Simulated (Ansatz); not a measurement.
Isolated molecules relaxed with PBE0-D4/def2-TZVP in Ansatz; ΔE leaves out vibrations. CBS: MP2 limit from def2 TZ/QZ plus the TZ coupled-cluster correction, frozen cores. DFT in def2-TZVPP. B3LYP here is the variant with VWN-RPA as its local correlation; programs differ in this. One conformer a species, not always the lowest.

Reaction (redistribution): `F[Si](F)(F)[SiH3]` + `C[SiH2]BS` → `F[SiH](F)[SiH3]` + `FC[SiH2]BS`

| level | ΔE (kJ/mol) | difference from CCSD(T)/CBS |
| --- | --- | --- |
| PBE-D4 | 262.0 | -20.6 |
| r2SCAN-D4 | 279.0 | -3.6 |
| PBE0-D4 | 270.5 | -12.1 |
| B3LYP-D4 | 269.7 | -12.9 |
| ωB97X-V | 269.3 | -13.3 |
| ωB97M-V | 276.0 | -6.6 |
| B2PLYP | 277.9 | -4.7 |
| PBE | 261.6 | -21.0 |
| r2SCAN | 278.9 | -3.7 |
| PBE0 | 270.2 | -12.4 |
| B3LYP | 268.9 | -13.7 |
| HF/def2-TZVPP | 277.6 | -5.0 |
| MP2/def2-TZVPP | 291.5 | 8.9 |
| SCS-MP2/def2-TZVPP | 282.9 | 0.3 |
| CCSD/def2-TZVPP | 280.6 | -2.0 |
| CCSD(T)/def2-TZVPP | 280.0 | -2.6 |
| HF/def2-QZVPP | 280.0 | -2.6 |
| MP2/def2-QZVPP | 293.8 | 11.2 |
| SCS-MP2/def2-QZVPP | 285.5 | 2.9 |
| HF/CBS(def2) | 280.4 | -2.2 |
| MP2/CBS(def2) | 294.1 | 11.5 |
| CCSD/CBS(def2) | 283.2 | 0.6 |
| CCSD(T)/CBS | 282.6 | 0 |

Largest T1 diagnostic among the species: 0.014.

From PBE to PBE0 (25 % exact exchange), in def2-TZVPP and without D4, ΔE moves by +8.6 kJ/mol.
